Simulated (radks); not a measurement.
Results of a calculation; reference values are marked as such.
Numerical settings for the selenium ion Se2+, [Ar] 3d10 4s2 4p2. Code: a radial shooting solver on a logarithmic mesh with Libxc functionals. Model: scalar-relativistic Kohn-Sham, r2SCAN, spin-polarised, spherical densities, finite nucleus; open shells are filled with parallel spins first; meta-GGA in the generalised Kohn-Sham scheme; Fermi nuclear charge, rms radius 4.14 fm. The defaults (mesh step 0.008 in ln r, mesh end at 40 bohr or more with all orbitals vanishing there, Anderson mixing 0.5 over 9 steps, residual threshold near 1e-9 with the energy settled to 1e-9 hartree or 1e-11 of itself, here a cap of 90 iterations) give E = -2429.245 hartree and 4p at -26.794 eV in 12 iterations. Run on one thread of a shared host, so times are rough (Arm Neoverse V1): 0.16 s of CPU time, 0.16 s wall, 12 iterations on 2198 mesh points. Changes against that run (0 stands for a change within the tolerance of the run):

setting,iterations,converged,E (mhartree),e(4p) (meV),CPU (s)
mesh step in ln r 0.08,4,no,diverged,-,0.02
mesh step in ln r 0.03,12,yes,-0.0474,+0.00868,0.05
mesh step in ln r 0.2,-,no,diverged,-,0.03
mesh end (bohr) 1,11,level above zero,+1.05e+05,+6.04e+05,0.11
mesh end (bohr) 3,12,yes,+575,+8.39e+03,0.14
residual threshold 1e-16,90,no,0,+0.00532,0.6
residual threshold 0.01,10,yes,0,+0.0734,0.14
mixing 1,13,yes,0,+0.00584,0.17
"linear mixing, mixing 0.05",90,no,+1.07,-22,0.99
"linear mixing, mixing 1",26,no,diverged,-,0.61
mixing history 3,16,yes,0,+0.0208,0.19
iteration cap 2,2,no,+1.55e+03,-1.62e+04,0.03

Settled on a wrong energy, with an occupied level pushed above zero by the early mesh end: mesh end (bohr) 1 (+105 hartree). Apart from these: settings that end as converged yet miss the energy by more than 1 mhartree: mesh end (bohr) 3 (+0.575 hartree). A mesh that ends early acts as a hard wall.
